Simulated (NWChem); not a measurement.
System: C$_{2}$H$_{3}$ClF$_{2}$Si; SMILES Cl[Si@@H](C(F)=C)F

NWChem printed, in part:

```
             Northwest Computational Chemistry Package (NWChem) 7.3.0
             --------------------------------------------------------

 C1  symmetry detected

                             Geometry "geometry" -> ""
                             -------------------------

 Output coordinates in angstroms (scale by  1.889725989 to convert to a.u.)

  No.       Tag          Charge          X              Y              Z
 ---- ---------------- ---------- -------------- -------------- --------------
    1 C                    6.0000    -0.61139368    -2.16590421     0.73702395
    2 C                    6.0000     0.16212481    -1.33788491     0.03755995
    3 F                    9.0000     1.40420621    -1.69439861    -0.32619180
    4 Si                  14.0000    -0.35622516     0.36679406    -0.52880194
    5 F                    9.0000    -1.87561558     0.56502113    -0.00840703
    6 Cl                  17.0000     0.83062496     1.79508712     0.33570653
    7 H                    1.0000    -1.61819157    -1.85280494     1.01829595
    8 H                    1.0000    -0.25688251    -3.15571404     1.03874514
    9 H                    1.0000    -0.32010049     0.54405307    -1.99693887

 Effective nuclear repulsion energy (a.u.)     360.9323512134

                                 NWChem DFT Module
                                 -----------------

 Summary of "ao basis" -> "ao basis" (spherical)
 ------------------------------------------------------------------------------
       Tag                 Description            Shells   Functions and Types
 ---------------- ------------------------------  ------  ---------------------
 C                           6-31g*                  6       14   3s2p1d
 F                           6-31g*                  6       14   3s2p1d
 Si                          6-31g*                  8       18   4s3p1d
 Cl                          6-31g*                  8       18   4s3p1d
 H                           6-31g*                  2        2   2s

            General Information
            -------------------
          SCF calculation type: DFT
          Wavefunction type:  closed shell.
          No. of atoms     :     9
          No. of electrons :    64
           Alpha electrons :    32
            Beta electrons :    32
          Charge           :     0
          Spin multiplicity:     1
          Use of symmetry is: off; symmetry adaption is: off
          Maximum number of iterations: 150
          AO basis - number of functions:    98
                     number of shells:    46
          Convergence on energy requested:  1.00D-06
          Convergence on density requested:  1.00D-05
          Convergence on gradient requested:  5.00D-04

              XC Information
              --------------
                     Hartree-Fock (Exact) Exchange  1.000
                   CAM-Becke88 Exchange Functional  1.000
              Lee-Yang-Parr Correlation Functional  1.000

           Range-Separation Parameters
           ---------------------------
           Alpha           :  0.00
           Beta            :  1.00
           Gamma           :  0.33
           Short-Range HF  :     F

             Grid Information
             ----------------
          Grid used for XC integration:  medium
          Radial quadrature: Mura-Knowles
          Angular quadrature: Lebedev.
          Tag              B.-S. Rad. Rad. Pts. Rad. Cut. Ang. Pts.
          ---              ---------- --------- --------- ---------
          C                   0.70       49          11.0       434
          F                   0.50       49          10.0       434
          Si                  1.10       88          10.0       590
          Cl                  1.00       88          12.0       590
          H                   0.35       45          12.0       434
          Grid pruning is: on
          Number of quadrature shells:   507
          Spatial weights used:  Erf1

      Superposition of Atomic Density Guess
      -------------------------------------

 Sum of atomic energies:       -1023.82776020

      Non-variational initial energy
      ------------------------------

 Total energy =   -1025.796195
 1-e energy   =   -2135.756842
 2-e energy   =     749.028297
 HOMO         =      -0.294558
 LUMO         =       0.021517

     ---------------------------------------------
      Total Density - Mulliken Population Analysis
     ---------------------------------------------

    Atom       Charge   Shell Charges
 -----------   ------   -------------------------------------------------------
    1 C    6     6.62   2.00  0.74  2.01  0.63  1.21  0.03
    2 C    6     5.55   2.00  0.70  1.62  0.54  0.63  0.06
    3 F    9     9.45   2.00  0.94  3.38  1.01  2.10  0.01
    4 Si  14    12.78   2.00  2.00  5.97  0.87  1.26  0.21  0.27  0.20
    5 F    9     9.61   2.00  0.95  3.47  1.00  2.19  0.01
    6 Cl  17    17.41   2.00  2.00  5.98  1.37  3.71  0.56  1.77  0.01
    7 H    1     0.75   0.45  0.30
    8 H    1     0.77   0.46  0.31
    9 H    1     1.06   0.47  0.60

   convergence    iter        energy       DeltaE   RMS-Dens  Diis-err
 ---------------- ----- ----------------- --------- --------- ---------
 d= 0,ls=0.0,diis     1  -1026.3542015967 -1.39D+03  1.28D-02  1.19D+00
 d= 0,ls=0.0,diis     2  -1026.3910833277 -3.69D-02  5.28D-03  1.02D+00
 d= 0,ls=0.0,diis     3  -1026.4761452826 -8.51D-02  1.21D-03  3.72D-02
 d= 0,ls=0.0,diis     4  -1026.4792581960 -3.11D-03  3.68D-04  1.92D-03
 d= 0,ls=0.0,diis     5  -1026.4794786272 -2.20D-04  1.14D-04  1.30D-04
  Resetting Diis
 d= 0,ls=0.0,diis     6  -1026.4794940672 -1.54D-05  4.24D-05  2.85D-05
 d= 0,ls=0.0,diis     7  -1026.4794973554 -3.29D-06  1.38D-05  1.23D-06
 d= 0,ls=0.0,diis     8  -1026.4794974415 -8.61D-08  5.21D-06  9.82D-07

         Total DFT energy =    -1026.479497441476
      One electron energy =    -2138.058643092420
           Coulomb energy =      831.814846414647
    Exchange-Corr. energy =      -81.168051977069
 Nuclear repulsion energy =      360.932351213367

 Numeric. integr. density =       64.000002786544

                       DFT Final Molecular Orbital Analysis
                       ------------------------------------

 Vector   30  Occ=2.000000D+00  E=-4.398782D-01
              MO Center=  6.7D-01,  1.6D+00,  2.7D-01, r^2= 1.9D+00
   Bfn.  Coefficient  Atom+Function         Bfn.  Coefficient  Atom+Function
  ----- ------------  ---------------      ----- ------------  ---------------
    81      0.530965  6 Cl px                83     -0.374432  6 Cl pz
    85      0.285165  6 Cl px                82     -0.258667  6 Cl py
    77     -0.208379  6 Cl px                87     -0.192240  6 Cl pz
    79      0.147013  6 Cl pz                86     -0.131499  6 Cl py
    63      0.121129  5 F  px                78      0.101728  6 Cl py

 Vector   31  Occ=2.000000D+00  E=-4.144674D-01
              MO Center=  3.9D-01,  3.0D-01, -1.3D-01, r^2= 4.2D+00
   Bfn.  Coefficient  Atom+Function         Bfn.  Coefficient  Atom+Function
  ----- ------------  ---------------      ----- ------------  ---------------
    83      0.371164  6 Cl pz                82     -0.318301  6 Cl py
    18     -0.257116  2 C  py                20     -0.232328  2 C  s
    32      0.220121  3 F  py                87      0.205958  6 Cl pz
    98      0.206843  9 H  s                 50      0.190619  4 Si py
    86     -0.161712  6 Cl py                36      0.155915  3 F  py

 Vector   32  Occ=2.000000D+00  E=-3.743172D-01
              MO Center= -1.8D-02, -1.7D+00,  3.0D-01, r^2= 2.1D+00
   Bfn.  Coefficient  Atom+Function         Bfn.  Coefficient  Atom+Function
  ----- ------------  ---------------      ----- ------------  ---------------
     5      0.339938  1 C  pz                19      0.299706  2 C  pz
    33     -0.260369  3 F  pz                 9      0.253437  1 C  pz
    37     -0.202349  3 F  pz                23      0.161202  2 C  pz
     4      0.151798  1 C  py                 3      0.142282  1 C  px
    18      0.140986  2 C  py                17      0.126141  2 C  px

 Vector   33  Occ=0.000000D+00  E= 5.803925D-02
              MO Center= -2.4D-01, -1.0D+00,  1.2D-01, r^2= 3.9D+00
   Bfn.  Coefficient  Atom+Function         Bfn.  Coefficient  Atom+Function
  ----- ------------  ---------------      ----- ------------  ---------------
     9      0.459261  1 C  pz                54     -0.433806  4 Si py
    84      0.385288  6 Cl s                  5      0.318686  1 C  pz
    23     -0.309891  2 C  pz                19     -0.266282  2 C  pz
    55     -0.249974  4 Si pz                52     -0.235357  4 Si s
    53     -0.224631  4 Si px                86     -0.207349  6 Cl py

 Vector   34  Occ=0.000000D+00  E= 8.402151D-02
              MO Center= -2.1D-01,  1.5D-01, -5.9D-01, r^2= 4.3D+00
   Bfn.  Coefficient  Atom+Function         Bfn.  Coefficient  Atom+Function
  ----- ------------  ---------------      ----- ------------  ---------------
    53      0.965478  4 Si px                66      0.446288  5 F  s
    49      0.374393  4 Si px                84     -0.296386  6 Cl s
    96     -0.264586  8 H  s                 52      0.262276  4 Si s
    20     -0.248881  2 C  s                 86      0.222608  6 Cl py
    54     -0.200350  4 Si py                22     -0.196544  2 C  py

 Vector   35  Occ=0.000000D+00  E= 1.297518D-01
              MO Center= -2.1D-01,  4.7D-01, -4.1D-01, r^2= 5.0D+00
   Bfn.  Coefficient  Atom+Function         Bfn.  Coefficient  Atom+Function
  ----- ------------  ---------------      ----- ------------  ---------------
    54      0.905635  4 Si py                52      0.839942  4 Si s
    84     -0.739141  6 Cl s                 98     -0.524159  9 H  s
    48      0.438755  4 Si s                 85      0.406305  6 Cl px
    23     -0.383566  2 C  pz                86      0.339333  6 Cl py
    50      0.304267  4 Si py                87      0.274342  6 Cl pz

     ---------------------------------------------
      Total Density - Mulliken Population Analysis
     ---------------------------------------------

    Atom       Charge   Shell Charges
 -----------   ------   -------------------------------------------------------
    1 C    6     6.36   2.00  0.67  2.09  0.57  1.01  0.03
    2 C    6     5.79   2.00  0.67  1.98  0.48  0.59  0.06
    3 F    9     9.26   2.00  0.92  3.31  1.02  1.99  0.02
    4 Si  14    13.37   2.00  1.99  5.96  0.96  1.71  0.15  0.28  0.31
    5 F    9     9.33   2.00  0.92  3.31  1.02  2.07  0.01
    6 Cl  17    17.21   2.00  2.00  5.97  1.38  3.67  0.54  1.63  0.02
    7 H    1     0.82   0.50  0.32
    8 H    1     0.83   0.50  0.33
    9 H    1     1.04   0.49  0.54

     -------------------------------------------
      Total Density - Lowdin Population Analysis
     -------------------------------------------

    Atom       Charge   Shell Charges
 -----------   ------   -------------------------------------------------------
    1 C    6     6.28   1.99  0.55  1.89  0.44  1.36  0.06
    2 C    6     6.07   1.99  0.53  1.78  0.42  1.19  0.16
    3 F    9     9.08   1.99  0.91  3.18  0.81  2.14  0.04
    4 Si  14    13.49   2.00  1.97  5.87  0.64  1.52  0.34  0.70  0.45
    5 F    9     9.23   1.99  0.92  3.18  0.86  2.27  0.02
    6 Cl  17    17.13   2.00  1.99  5.91  1.15  3.39  0.65  2.01  0.02
    7 H    1     0.84   0.47  0.37
    8 H    1     0.85   0.47  0.38
    9 H    1     1.03   0.49  0.54

     Multipole analysis of the density
     ---------------------------------

     L   x y z        total         alpha         beta         nuclear
     -   - - -        -----         -----         ----         -------
     0   0 0 0     -0.000000    -32.000000    -32.000000     64.000000

     1   1 0 0     -0.295460     -0.147730     -0.147730     -0.000000
     1   0 1 0     -0.537508     -0.268754     -0.268754      0.000000
     1   0 0 1     -0.189498     -0.094749     -0.094749     -0.000000

     2   2 0 0    -37.198479   -140.194995   -140.194995    243.191512
     2   1 1 0      1.223614     -4.469192     -4.469192     10.161999
     2   1 0 1     -0.157641      0.894999      0.894999     -1.947640
     2   0 2 0    -34.797498   -263.711598   -263.711598    492.625699
     2   0 1 1     -1.873030      5.616229      5.616229    -13.105488
     2   0 0 2    -34.257314    -45.983465    -45.983465     57.709617
```

Level: LC-BLYP (range parameter 0.33 per bohr)/6-31G* (spherical d). Structure relaxed at the PBE0/def2-SVP level.

Question: Which NWChem input produces such a log?

Answer: Several could match; the one computed here: the input that was run:
```
start job
memory heap 200 mb stack 900 mb global 1100 mb
geometry units angstroms noautoz
  C     -0.659502    -2.112755     0.822656
  C      0.126809    -1.339992     0.075830
  F      1.339306    -1.762194    -0.316318
  Si    -0.333507     0.370366    -0.522641
  F     -1.824814     0.651334     0.039242
  Cl     0.943172     1.766428     0.262923
  H     -1.641691    -1.746814     1.126266
  H     -0.339654    -3.109027     1.141367
  H     -0.337441     0.505757    -1.995667
end
basis spherical
  * library 6-31g*
end
dft
  xc xcamb88 1.00 lyp 1.0 hfexch 1.00
  cam 0.33 cam_alpha 0.0 cam_beta 1.0
  iterations 150
  mulliken
end
task dft energy
```
